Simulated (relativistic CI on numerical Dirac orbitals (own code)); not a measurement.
**Nb⁺: resonant inelastic scattering at the L2,3 edge**

Computed with this model: Dirac-Coulomb-Breit CI, orbitals from a KLI potential per configuration, a model potential for QED, valence Slater integrals scaled by 0.7, Kramers-Heisenberg scattering through one core-hole configuration in a parametric crystal field; configurations [Kr] 4d4 → [He] 2s2 2p5 3s2 3p6 3d10 4s2 4p6 4d5; 300 K; core-hole width 1.6 eV; summed over polarisations. Incident energies are the highest absorption maxima for each field (at most a few, so the weaker spin-orbit partner edge can be absent), on the computed scale of the free ion. Intensities are in per cent of the strongest line above 0.02 eV; levels within 1 cm⁻¹ are merged; final levels count from the ground level, the first row holds all elastic scattering, lines under 0.4 are left out and each table stops after 24 rows. The scale of the Slater integrals is a model choice and moves the terms in proportion.

Field parameters in Wybourne normalisation: D4h B²₀ = −7Ds, B⁴₀ = 21(Dq − Dt), B⁴₄ = 21√(5/14) Dq. The field is a parameter set, without covalency.

S is read from ⟨S²⟩ = S(S + 1).

D4h, 10Dq = 20100, Ds = -1500, Dt = -580 cm⁻¹:

```tsv
Final level (eV)	Degeneracy	Irrep	S	2369.4 eV	2371.9 eV	2466.1 eV
0.000	1	A1	1.00	759.0	1550.0	249.5
0.006	2	E	1.00	22.9	1.3	0.5
0.180	1	A2	1.00	7.4	3.0	4.9
0.183	1	A1	1.00	15.7	5.3	3.1
0.203	2	E	1.00	59.2	12.3	6.3
0.221	1	B2	1.00	38.5	4.5	1.6
0.222	1	B1	1.00	51.4	8.1	2.9
0.677	1	B2	0.02	14.4	6.1	4.5
0.736	1	B1	0.01	20.1	3.5	3.2
0.849	2	E	0.01	27.9	4.3	3.7
0.952	1	A1	0.01	25.0	3.3	3.3
1.170	2	B1+B2	2.00	0.3	0.7	0.4
1.170	2	E	2.00	6.0	14.5	12.8
1.171	1	A1	2.00	5.0	11.9	10.6
1.671	1	A1	0.01	21.8	3.3	2.6
2.272	3	B1+E	2.00	4.1	37.9	36.8
2.272	2	A1+A2	2.00	3.6	36.3	26.4
2.327	1	A2	1.00	17.9	57.8	14.8
2.329	2	E	1.00	28.9	100.0	26.9
2.483	1	A1	1.00	1.6	6.5	5.7
2.484	1	A2	1.00	1.0	2.9	3.4
2.498	2	E	1.00	5.0	16.5	7.3
2.514	1	B2	1.00	3.3	10.0	1.4
2.515	1	B1	1.00	3.1	10.2	1.7
```

D4h, 10Dq = 20100, Ds = -860, Dt = -580 cm⁻¹:

| Final level (eV) | Degeneracy | Irrep | S | 2369.3 eV | 2371.6 eV | 2466 eV |
| --- | --- | --- | --- | --- | --- | --- |
| 0.000 | 1 | A1 | 1.00 | 1618.3 | 2797.3 | 449.3 |
| 0.018 | 1 | A2 | 1.00 | 40.0 | 21.2 | 8.0 |
| 0.030 | 2 | E | 1.00 | 37.8 | 9.8 | 7.8 |
| 0.061 | 1 | B2 | 1.00 | 32.8 | 29.2 | 12.1 |
| 0.062 | 1 | B1 | 1.00 | 59.2 | 47.8 | 15.1 |
| 0.090 | 2 | E | 1.00 | 73.8 | 28.2 | 14.3 |
| 0.093 | 1 | A1 | 1.00 | 69.8 | 24.0 | 8.6 |
| 0.693 | 2 | E | 0.01 | 48.9 | 9.2 | 9.2 |
| 0.744 | 1 | B2 | 0.01 | 26.4 | 3.0 | 3.2 |
| 0.748 | 1 | A1 | 0.01 | 41.3 | 8.2 | 6.3 |
| 0.806 | 1 | B1 | 0.01 | 35.5 | 6.5 | 5.4 |
| 1.244 | 2 | B1+B2 | 2.00 | 9.0 | 30.9 | 22.5 |
| 1.245 | 2 | E | 2.00 | 10.0 | 39.9 | 26.1 |
| 1.245 | 1 | A1 | 2.00 | 7.2 | 28.0 | 20.4 |
| 1.570 | 1 | A1 | 0.01 | 58.4 | 10.4 | 6.6 |
| 2.029 | 1 | B1 | 2.00 | 1.4 | 12.3 | 13.6 |
| 2.029 | 2 | E | 2.00 | 3.6 | 31.6 | 31.4 |
| 2.030 | 2 | A1+A2 | 2.00 | 7.9 | 74.3 | 67.5 |
| 2.387 | 1 | A2 | 1.00 | 19.5 | 39.4 | 35.2 |
| 2.398 | 2 | E | 1.00 | 11.1 | 46.3 | 57.1 |
| 2.400 | 1 | A1 | 1.00 | 18.7 | 57.0 | 25.6 |
| 2.412 | 1 | A2 | 1.00 | 10.4 | 45.4 | 19.2 |
| 2.423 | 2 | E | 1.00 | 13.1 | 37.7 | 10.2 |
| 2.442 | 1 | B2 | 1.00 | 3.1 | 11.5 | 3.2 |

D4h, 10Dq = 20100, Ds = -210, Dt = -580 cm⁻¹:

| Final level (eV) | Degeneracy | Irrep | S | 2369.4 eV | 2371.6 eV | 2466 eV |
| --- | --- | --- | --- | --- | --- | --- |
| 0.000 | 1 | A1 | 1.00 | 1342.4 | 2773.9 | 459.8 |
| 0.008 | 1 | A2 | 1.00 | 54.1 | 20.0 | 5.1 |
| 0.028 | 2 | E | 1.00 | 17.8 | 6.2 | 7.5 |
| 0.052 | 2 | B1+B2 | 1.00 | 86.3 | 82.2 | 19.7 |
| 0.309 | 2 | E | 1.00 | 61.4 | 16.0 | 16.2 |
| 0.310 | 1 | A1 | 1.00 | 58.4 | 14.0 | 5.9 |
| 0.600 | 1 | A1 | 0.02 | 44.0 | 9.7 | 6.7 |
| 0.687 | 2 | E | 0.02 | 44.1 | 9.2 | 9.3 |
| 0.965 | 1 | B2 | 0.01 | 25.6 | 3.6 | 3.9 |
| 1.032 | 1 | B1 | 0.01 | 27.6 | 4.9 | 4.8 |
| 1.473 | 2 | B1+B2 | 2.00 | 9.4 | 37.3 | 27.7 |
| 1.474 | 2 | E | 2.00 | 8.4 | 38.2 | 24.3 |
| 1.475 | 1 | A1 | 2.00 | 4.5 | 20.7 | 13.1 |
| 1.705 | 1 | A1 | 0.01 | 41.9 | 8.0 | 5.6 |
| 1.937 | 1 | B1 | 2.00 | 1.2 | 8.9 | 7.8 |
| 1.937 | 2 | E | 2.00 | 3.4 | 25.1 | 22.3 |
| 1.937 | 2 | A1+A2 | 2.00 | 9.1 | 73.3 | 67.0 |
| 2.421 | 1 | A2 | 1.00 | 22.3 | 68.9 | 28.5 |
| 2.423 | 1 | A1 | 1.00 | 20.1 | 72.8 | 28.9 |
| 2.444 | 2 | E | 1.00 | 15.1 | 46.5 | 10.1 |
| 2.467 | 1 | B2 | 1.00 | 3.7 | 16.5 | 4.7 |
| 2.467 | 1 | B1 | 1.00 | 3.6 | 15.1 | 6.7 |
| 2.625 | 1 | A2 | 1.00 | 3.8 | 30.6 | 19.6 |
| 2.626 | 2 | E | 1.00 | 5.3 | 36.6 | 54.1 |

For the first field the strongest loss at the lowest incident energy is the level at 0.20 eV (S = 1.00, against 1.00 in the thermal ground state). Levels of other spin, the first over 8 % at 0.68 eV, appear because spin-orbit coupling of the core hole, and in heavier ions of the valence shell too, mixes spins.
